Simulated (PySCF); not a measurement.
**Low-lying terms of Tl³⁺ (thallium, charge +3)**

Ground state [Xe] 4f14 5d10, ¹S. All numbers are calculated (PySCF 2.14, scalar relativity by spin-free X2C-1e, in x2c-TZVPall with one added diffuse shell each of s, p, d, f type (12s8p7d4f, 99 functions)). Vertical excitation energies in eV without spin-orbit coupling; excited terms of each kind are numbered among those the solver found. Frozen: [Xe] 4f14.

```
 term  leading excitation  EOM-EE-CCSD
 1 3D              5d → s       10.448
 1 1D              5d → s       11.300
1 3P°              5d → p       20.778
1 3F°              5d → p       21.236
1 1F°              5d → p       21.583
1 1D°              5d → p       21.999
1 3D°              5d → p       22.060
1 1P°              5d → p       22.221
 2 3D              5d → s       32.562
```

The spin-orbit splitting of the hole, absent here, rivals or exceeds the spacing of these terms, so the LS terms are model states.

The solver can miss terms.
